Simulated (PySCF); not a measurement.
H₃Sb. Atoms are numbered in the order given.

```xyz
4

Sb     0.0000     0.0000     0.0534
H      1.2221     0.7056    -0.9082
H      0.0000    -1.4111    -0.9082
H     -1.2221     0.7056    -0.9082
```

The structure is a stationary point at PBE0-D3(BJ)/def2-TZVPD. The def2 effective core potentials stand for the cores of Sb; spin–orbit coupling is left out.

All values below come from HF/def2-TZVPD run with PySCF.

Mulliken values depend strongly on the basis, most of all with diffuse functions as here. ESP charges are fitted to the potential on shells at 1.4 to 2.0 van der Waals radii. Atomic charges (e):

```csv
atom,Mulliken,ESP fit
Sb1,-0.01,0.07
H2,0.00,-0.02
H3,0.00,-0.02
H4,0.00,-0.02
```
